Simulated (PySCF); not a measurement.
**BrF2, doublet: data card**

Level of theory: PySCF, UPBE0, basis Br def2-TZVP, F def2-TZVP (no relativity, density fitting).

The structure is a minimum.

Coordinates in bohr (charge 0 multiplicity 2):
```
Br    0.0000    0.0000   -0.2290
F     3.3787    0.0000    0.4757
F    -3.3787    0.0000    0.4757
```

| Quantity | Value |
| --- | --- |
| Point group | C2v |
| Bond lengths | Br–F 1.826 Å (×2) |
| Bond angles | F–Br–F 156.4° |
| Rotational symmetry number | 2 |
| Spin squared ⟨S²⟩ | 0.756 |
| Principal polarisabilities | 15.8, 16.7, 44.5 bohr³ |
| Lowest empty level (β) | -6.06 eV |
| Highest occupied level (β) | -9.12 eV |
| Dipole moment | 0.80 D |
| Principal quadrupole moments (Buckingham, traceless) about the centre of mass | -6.59, 2.30, 4.30 D Å |
| Entropy at 298.15 K and 1 bar (electronic part: spin only) | 276.7 J/(mol K) |
| Enthalpy at 298.15 K above 0 K | 12.49 kJ/mol |
| Heat capacity Cp at 298.15 K | 50.5 J/(mol K) |
| Zero-point energy | 7.7 kJ/mol |
| Atomisation energy without zero-point energy | 388 kJ/mol |
| Rotational constants | 4.725, 0.1388, 0.1348 cm⁻¹ |

Harmonic modes (masses in u: Br 78.918, F 18.998):
| symmetry | ω (cm⁻¹) | IR (km/mol) |
| --- | --- | --- |
| a1 | 168 | 7.6 |
| b2 | 549 | 189 |
| a1 | 571 | 2.8 |

In C2v the vibrations span 2a1 + b2. Here b1 is antisymmetric to the molecular plane and b2 lies in it.

Charges (e):
```
atom  Mulliken  Löwdin  polar tensor  spin (Mulliken)  Mayer order to Br1
 Br1      0.58    0.57          1.05             0.63                   –
F2,3     -0.29   -0.28         -0.53             0.19                0.86
```

Mulliken populations on Br1: s 8.02, p 16.10, d 10.27, f 0.03.

This need not be the most stable arrangement of these atoms.

The final relaxation and frequency run took about 60 core-seconds on a shared host.
